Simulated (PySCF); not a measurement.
IRb, charge -1, doublet (typed; the unrestricted solution is spin-contaminated), at the geometry of the source list (a state made from the parent by changing its charge; the spin is typed, not shown lowest) (core potentials on I, Rb); PySCF with DF-TPSS/def2-TZVPD.

Here is a job for PySCF.
```python
from pyscf import gto, scf, dft
import numpy

mol = gto.M(
    atom='''
Rb   -1.089600   -0.774000   -0.928300
I     1.089600    0.774000    0.928300
''',
    basis='def2-tzvpd',
    ecp={'I': 'def2-tzvpd', 'Rb': 'def2-tzvpd'},
    charge=-1,
    spin=1,
    verbose=4,
)
print('smallest overlap eigenvalue', numpy.linalg.eigvalsh(mol.intor('int1e_ovlp'))[0])

mf = dft.UKS(mol)
mf.xc = 'tpss'
mf = mf.density_fit(auxbasis='def2-universal-jkfit')
mf = scf.addons.remove_linear_dep_(mf, threshold=1e-2, lindep=1e-2)
mf.kernel()
mf.analyze()
```

Problem. Predict the main parts of the log of this PySCF run.

Solution. 
```
PySCF version 2.14.0

[INPUT] verbose = 4
[INPUT] num. atoms = 2
[INPUT] num. electrons = 35
[INPUT] charge = -1
[INPUT] spin (= nelec alpha-beta = 2S) = 1
[INPUT] symmetry False subgroup None
[INPUT] Mole.unit = angstrom
[INPUT] Symbol           X                Y                Z      unit          X                Y                Z       unit  Magmom
[...]
nuclear repulsion = 36.5839816703182
number of shells = 32
number of NR pGTOs = 147
number of NR cGTOs = 92
basis = def2-tzvpd
ecp = {'I': 'def2-tzvpd', 'Rb': 'def2-tzvpd'}
input.py:20: DeprecationWarning: remove_linear_dep_ is deprecated and will be removed in a future release. Linear dependency handling is now built into the SCF procedure by default. Linear dependency removal can be controlled using the following settings:
  pyscf.scf.hf.remove_overlap_zero_eigenvalue = True
  pyscf.scf.hf.overlap_zero_eigenvalue_threshold = 1e-6

  mf = scf.addons.remove_linear_dep_(mf, threshold=1e-2, lindep=1e-2)
smallest overlap eigenvalue 0.002094499180708907
Applying remove_linear_dep_ on SCF object.
Using canonical orthogonalization with threshold 0.01

******** <class 'pyscf.df.df_jk.DFUKS'> ********
method = DFUKS
initial guess = minao
damping factor = 0
level_shift factor = 0
DIIS = <class 'pyscf.scf.diis.CDIIS'>
diis_start_cycle = 1
diis_space = 8
diis_damp = 0
SCF conv_tol = 1e-09
SCF conv_tol_grad = None
SCF max_cycles = 50
direct_scf = False
number electrons alpha = 18  beta = 17
XC library pyscf.dft.libxc version 7.1.2
    S. Lehtola, C. Steigemann, M. J. T. Oliveira, and M. A. L. Marques,  SoftwareX 7, 1–5 (2018)
XC functionals = tpss
    J. Tao, J. P. Perdew, V. N. Staroverov, and G. E. Scuseria,  Phys. Rev. Lett. 91, 146401 (2003)
    J. P. Perdew, J. Tao, V. N. Staroverov, and G. E. Scuseria,  J. Chem. Phys. 120, 6898 (2004)
    J. Tao, J. P. Perdew, V. N. Staroverov, and G. E. Scuseria,  Phys. Rev. Lett. 91, 146401 (2003)
    J. P. Perdew, J. Tao, V. N. Staroverov, and G. E. Scuseria,  J. Chem. Phys. 120, 6898 (2004)
radial grids:
    Treutler-Ahlrichs [JCP 102, 346 (1995); DOI:10.1063/1.469408] (M4) radial grids

becke partition: Becke, JCP 88, 2547 (1988); DOI:10.1063/1.454033
pruning grids: <function nwchem_prune>
grids dens level: 3
symmetrized grids: False
atomic radii adjust function: <function treutler_atomic_radii_adjust>
small_rho_cutoff = 0
Set gradient conv threshold to 3.16228e-05
tot grids = 43872
init E= -276.903761799593

cycle= 1 E= -318.832461664925  delta_E= -41.9  |g|= 2.63  |ddm|= 18.1
cycle= 2 E= -308.743393377758  delta_E= 10.1  |g|= 3.37  |ddm|= 8.91
cycle= 3 E= -320.916833674391  delta_E= -12.2  |g|= 0.759  |ddm|= 7.65
cycle= 4 E= -319.554169188896  delta_E= 1.36  |g|= 1.32  |ddm|= 4.03
cycle= 5 E= -321.543749691036  delta_E= -1.99  |g|= 0.164  |ddm|= 2.17

cycle= 6 E= -321.000821558542  delta_E= 0.543  |g|= 0.579  |ddm|= 1.46

cycle= 7 E= -321.038233639299  delta_E= -0.0374  |g|= 0.55  |ddm|= 0.082

cycle= 8 E= -319.96364819242  delta_E= 1.07  |g|= 1.07  |ddm|= 1.02
cycle= 9 E= -315.926431388924  delta_E= 4.04  |g|= 1.09  |ddm|=  2.9
cycle= 10 E= -315.705164076434  delta_E= 0.221  |g|= 1.08  |ddm|= 0.632
cycle= 11 E= -315.776887199534  delta_E= -0.0717  |g|= 1.09  |ddm|= 0.474
cycle= 12 E= -315.360805746424  delta_E= 0.416  |g|= 1.14  |ddm|=  2.3
cycle= 13 E= -315.350812705465  delta_E= 0.00999  |g|= 1.17  |ddm|= 3.06

cycle= 14 E= -321.539524265144  delta_E= -6.19  |g|= 0.228  |ddm|= 5.24

cycle= 15 E= -315.67070667209  delta_E= 5.87  |g|= 1.09  |ddm|= 4.34

cycle= 16 E= -315.711903623558  delta_E= -0.0412  |g|= 1.07  |ddm|= 0.853

cycle= 17 E= -315.622246011311  delta_E= 0.0897  |g|=  1.1  |ddm|= 0.694

cycle= 18 E= -315.552606640835  delta_E= 0.0696  |g|= 1.12  |ddm|= 0.584

cycle= 19 E= -320.960807220084  delta_E= -5.41  |g|= 0.653  |ddm|= 4.38

cycle= 20 E= -316.79811058354  delta_E= 4.16  |g|= 1.27  |ddm|= 2.92

cycle= 21 E= -319.292912229248  delta_E= -2.49  |g|= 1.18  |ddm|= 2.32

cycle= 22 E= -316.220219152899  delta_E= 3.07  |g|= 1.21  |ddm|= 2.87
cycle= 23 E= -321.306123738343  delta_E= -5.09  |g|= 0.572  |ddm|= 4.52
cycle= 24 E= -321.488073724617  delta_E= -0.182  |g|= 0.319  |ddm|= 2.31
cycle= 25 E= -315.673517030767  delta_E= 5.81  |g|= 1.02  |ddm|= 5.34

cycle= 26 E= -315.772189160598  delta_E= -0.0987  |g|= 1.02  |ddm|= 1.15

cycle= 27 E= -315.756564809871  delta_E= 0.0156  |g|= 1.03  |ddm|= 0.226
cycle= 28 E= -315.609553080692  delta_E= 0.147  |g|= 1.03  |ddm|=  1.5

cycle= 29 E= -315.684206008699  delta_E= -0.0747  |g|= 1.02  |ddm|= 0.621

cycle= 30 E= -315.679735281848  delta_E= 0.00447  |g|= 1.02  |ddm|= 0.503

cycle= 31 E= -315.679938182239  delta_E= -0.000203  |g|= 1.02  |ddm|= 0.22

cycle= 32 E= -315.635926244141  delta_E= 0.044  |g|= 0.925  |ddm|= 1.57

cycle= 33 E= -302.6305669401  delta_E=   13  |g|= 4.29  |ddm|=    8
cycle= 34 E= -319.567752732013  delta_E= -16.9  |g|= 1.57  |ddm|=    3
cycle= 35 E= -320.499003888024  delta_E= -0.931  |g|= 0.984  |ddm|= 1.53
cycle= 36 E= -321.445215954228  delta_E= -0.946  |g|= 0.317  |ddm|= 1.82
cycle= 37 E= -316.064199195298  delta_E= 5.38  |g|= 1.11  |ddm|= 4.44
cycle= 38 E= -316.358288703108  delta_E= -0.294  |g|=  1.2  |ddm|=  1.5

cycle= 39 E= -316.966055772131  delta_E= -0.608  |g|= 1.34  |ddm|= 2.63

cycle= 40 E= -317.376700606053  delta_E= -0.411  |g|= 1.38  |ddm|= 0.828
cycle= 41 E= -320.941855631054  delta_E= -3.57  |g|= 0.752  |ddm|= 3.26
cycle= 42 E= -316.124597502175  delta_E= 4.82  |g|= 1.14  |ddm|= 3.88

cycle= 43 E= -320.461880431618  delta_E= -4.34  |g|= 0.914  |ddm|= 3.65

cycle= 44 E= -320.450021781229  delta_E= 0.0119  |g|= 0.897  |ddm|= 0.31
cycle= 45 E= -321.005903690215  delta_E= -0.556  |g|= 0.846  |ddm|= 3.69
cycle= 46 E= -321.558883222975  delta_E= -0.553  |g|= 0.145  |ddm|= 2.35
cycle= 47 E= -315.628639783978  delta_E= 5.93  |g|= 1.06  |ddm|= 4.37
cycle= 48 E= -315.444735824677  delta_E= 0.184  |g|= 1.13  |ddm|= 1.16
cycle= 49 E= -315.074669430353  delta_E= 0.37  |g|= 1.38  |ddm|= 2.38
cycle= 50 E= -315.090534706709  delta_E= -0.0159  |g|= 1.36  |ddm|= 0.14
SCF not converged.
SCF energy = -315.090534706709 after 50 cycles  <S^2> = 0.87668003  2S+1 = 2.1229037
**** SCF Summaries ****
Total Energy =                        -315.090534706708809
Nuclear Repulsion Energy =              36.583981670318209
One-electron Energy =                 -578.432960407157339
Two-electron Energy =                  226.758444030130306
Two-electron Coulomb Energy =          250.809089388977839
DFT Exchange-Correlation Energy =      -24.050645358847525
**** MO energy ****
                             alpha | beta                alpha | beta
[...]
WARN: Weak orthogonality for localized orbitals 1.4332955183580344e-09

spin_pop of  0 Rb 4s       -0.00001
spin_pop of  0 Rb 5s        0.21499
spin_pop of  0 Rb 6s        0.01420
spin_pop of  0 Rb 7s        0.01047
spin_pop of  0 Rb 8s        0.00150
spin_pop of  0 Rb 9s        0.00178
spin_pop of  0 Rb 4px      -0.00151
spin_pop of  0 Rb 4py      -0.00012
spin_pop of  0 Rb 4pz      -0.00153
spin_pop of  0 Rb 5px      -0.00050
spin_pop of  0 Rb 5py       0.03084
spin_pop of  0 Rb 5pz       0.02806
spin_pop of  0 Rb 6px       0.02316
spin_pop of  0 Rb 6py      -0.02471
spin_pop of  0 Rb 6pz      -0.04055
spin_pop of  0 Rb 7px      -0.00999
spin_pop of  0 Rb 7py       0.03961
spin_pop of  0 Rb 7pz       0.03799
spin_pop of  0 Rb 4dxy      0.07327
spin_pop of  0 Rb 4dyz      0.04482
spin_pop of  0 Rb 4dz^2     0.11023
spin_pop of  0 Rb 4dxz      0.03928
spin_pop of  0 Rb 4dx2-y2    0.04106
spin_pop of  0 Rb 5dxy      0.05584
spin_pop of  0 Rb 5dyz      0.02557
spin_pop of  0 Rb 5dz^2     0.08592
spin_pop of  0 Rb 5dxz      0.02459
spin_pop of  0 Rb 5dx2-y2    0.05312
spin_pop of  0 Rb 6dxy     -0.03634
spin_pop of  0 Rb 6dyz     -0.07147
spin_pop of  0 Rb 6dz^2    -0.03409
spin_pop of  0 Rb 6dxz     -0.06104
spin_pop of  0 Rb 6dx2-y2   -0.03673
spin_pop of  1 I 4s        0.00002
spin_pop of  1 I 5s        0.09430
spin_pop of  1 I 6s        0.08211
spin_pop of  1 I 7s        0.04382
spin_pop of  1 I 8s        0.02090
spin_pop of  1 I 9s        0.01018
spin_pop of  1 I 10s        0.00401
spin_pop of  1 I 4px       0.00001
spin_pop of  1 I 4py      -0.00000
spin_pop of  1 I 4pz      -0.00000
spin_pop of  1 I 5px      -0.00003
spin_pop of  1 I 5py       0.00000
spin_pop of  1 I 5pz       0.00000
spin_pop of  1 I 6px       0.01809
spin_pop of  1 I 6py       0.00437
spin_pop of  1 I 6pz       0.00282
spin_pop of  1 I 7px       0.00423
spin_pop of  1 I 7py       0.00520
spin_pop of  1 I 7pz       0.00513
spin_pop of  1 I 8px       0.00483
spin_pop of  1 I 8py       0.00133
spin_pop of  1 I 8pz       0.00070
spin_pop of  1 I 9px       0.00393
spin_pop of  1 I 9py       0.01446
spin_pop of  1 I 9pz       0.01177
spin_pop of  1 I 4dxy     -0.00001
spin_pop of  1 I 4dyz     -0.00004
spin_pop of  1 I 4dz^2    -0.00006
spin_pop of  1 I 4dxz     -0.00009
spin_pop of  1 I 4dx2-y2    0.00001
spin_pop of  1 I 5dxy      0.00345
spin_pop of  1 I 5dyz      0.00595
spin_pop of  1 I 5dz^2     0.00333
spin_pop of  1 I 5dxz      0.00588
spin_pop of  1 I 5dx2-y2    0.00012
spin_pop of  1 I 6dxy      0.00072
spin_pop of  1 I 6dyz      0.00093
spin_pop of  1 I 6dz^2     0.00091
spin_pop of  1 I 6dxz      0.00104
spin_pop of  1 I 6dx2-y2    0.00039
spin_pop of  1 I 7dxy      0.00097
spin_pop of  1 I 7dyz      0.00202
spin_pop of  1 I 7dz^2     0.00078
spin_pop of  1 I 7dxz      0.00185
spin_pop of  1 I 7dx2-y2    0.00196
spin_pop of  1 I 4f-3      0.00000
spin_pop of  1 I 4f-2      0.00000
spin_pop of  1 I 4f-1     -0.00000
spin_pop of  1 I 4f+0      0.00000
spin_pop of  1 I 4f+1     -0.00000
spin_pop of  1 I 4f+2     -0.00000
spin_pop of  1 I 4f+3     -0.00000
spin_pop of  1 I 5f-3      0.00000
spin_pop of  1 I 5f-2      0.00002
spin_pop of  1 I 5f-1     -0.00000
spin_pop of  1 I 5f+0      0.00000
spin_pop of  1 I 5f+1     -0.00000
spin_pop of  1 I 5f+2     -0.00000
spin_pop of  1 I 5f+3     -0.00000

WARN: Weak orthogonality for localized orbitals 1.4332955183580344e-09

In total            18.00000 | 17.00000

WARN: System has nonzero charge -1; the dipole moment is origin-dependent.
Location of origin: [0. 0. 0.]

Dipole moment(X, Y, Z, Debye): 122.20136, 87.83525, 106.79154
```

Convergence was not reached.
